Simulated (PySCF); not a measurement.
Pd²⁺ (palladium, charge +2) across methods

[Kr] 4d7 5p1, one real determinant (an excited configuration). Computed with PySCF 2.14 in aug-cc-pwCVDZ-PP with ECP28MDF, with scalar relativity through the core potential.

| method | E (hartree) | mean ε 4d α (eV) | mean ε 4d β (eV) | mean ε 5p α (eV) | Σ⟨r²⟩ (bohr²) | ⟨S²⟩ |
| --- | --- | --- | --- | --- | --- | --- |
| PBE | -125.9420 | -33.311 | -31.143 | -16.852 | 33.88 | 6.001 |
| B97-3 | -125.9650 | -35.594 | -33.433 | -17.343 | 33.90 | 6.001 |
| UHF | -125.28822 | -41.466 | -38.463 | -18.901 | 34.34 | 6.004 |
| LDA | -125.6583 | -33.429 | -31.096 | -17.011 | 33.91 | 6.000 |
| r2SCAN | -125.9838 | -33.886 | -31.350 | -16.990 | 33.76 | 6.001 |
| M06-L | -126.0344 | -33.624 | -31.443 | -16.431 | 33.70 | 6.002 |
| r2SCANh | -125.9727 | -34.732 | -32.163 | -17.235 | 33.78 | 6.001 |
| PBE0 | -125.9389 | -35.582 | -33.231 | -17.495 | 33.89 | 6.001 |
| CAM-B3LYP | -125.8997 | -36.964 | -34.779 | -18.562 | 33.92 | 6.001 |

⟨L²⟩ = 13.71 against 20 for a pure G term, so this real determinant mixes terms. Energies and moments cover only the electrons outside the core potential.
